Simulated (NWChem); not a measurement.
Species: CH$_{3}$Mg cation; SMILES [CH3][Mg+]

Results from NWChem. The geometry was optimised at B3LYP/6-31G* (spherical d). Vertical excitations in the gas phase; the lowest state need not have the same character in each row.

Order these by “lowest excitation, singlet (eV)”, lowest first: Hartree-Fock/def2-SVPD, CIS; PBE0/def2-SVPD, TDA; B3LYP/def2-SVPD, TDA.

Hartree-Fock/def2-SVPD, CIS (4.63), PBE0/def2-SVPD, TDA (4.86), B3LYP/def2-SVPD, TDA (4.96)
